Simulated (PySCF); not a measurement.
## Bonding in `O=C(O)C[S@@](=O)[O-]`

C2H3O4S (charge -1).
Atom-mapped SMILES: `[O:1]=[C:2]([OH:3])[CH2:4][S@@:5](=[O:6])[O-:7]` (hydrogens: H8 on O3; H9, H10 on C4)

Structure used (GFN2-xTB), in Å, numbered top down from 1:
```xyz
10
C2H3O4S angstrom
O      1.6324   -0.3792   -1.0974
C      1.0743   -0.2961   -0.0095
O      1.7276    0.3285    1.0255
C     -0.2417   -0.7309    0.3277
S     -1.5955    0.7269   -0.2769
O     -2.8405    0.0848    0.1938
O     -1.2205    1.8967    0.5338
H      2.5265    0.7373    0.6655
H     -0.4422   -0.8013    1.3876
H     -0.6115   -1.5621   -0.2575
```

Bond orders from the PBE0/pcSseg-1 density (PySCF). The structure is a single GFN2-xTB conformer in the gas phase; no vibrational or solvent corrections. The pcSseg-1 basis has no diffuse functions, a weakness for an anion.

Q: Where do the orders between heavy atoms depart from those drawn in the SMILES?

A: The largest departure is 0.606, at S5–O7 (drawn single, 1.606). Drawn single, order above 1.12: S5–O7 (1.606). Drawn single, order below 0.88: C4–S5 (0.567). Drawn double or triple, more than 0.30 short of the drawn order: S5–O6 (1.575). The SMILES, with its formal charges, is one Lewis structure only.

Q: Give the Mayer order of every bond, beside its length.

A: 
```tsv
bond	drawn as	length (Å)	Mayer order
O1–C2	double	1.225	1.866
C2–O3	single	1.374	1.069
C2–C4	single	1.426	1.084
C4–S5	single	2.079	0.567
S5–O6	double	1.478	1.575
S5–O7	single	1.472	1.606
O3–H8	single	0.967	0.945
C4–H9	single	1.081	0.941
C4–H10	single	1.082	0.956
```

By pair of heavy elements: C–O: lowest C2–O3 (1.069, 1.374 Å), highest O1–C2 (1.866, 1.225 Å). O–S: lowest S5–O6 (1.575, 1.478 Å), highest S5–O7 (1.606, 1.472 Å).

Q: Sum the orders of all bonds at each heavy atom with more than one neighbour and set the sums beside the valence in the SMILES.

A: C2 4.019 (drawn 4), O3 2.014 (drawn 2), C4 3.548 (drawn 4), S5 3.748 (drawn 4). Orders between atoms that aren't bonded are not in these sums.

Mayer orders depend on the basis set.
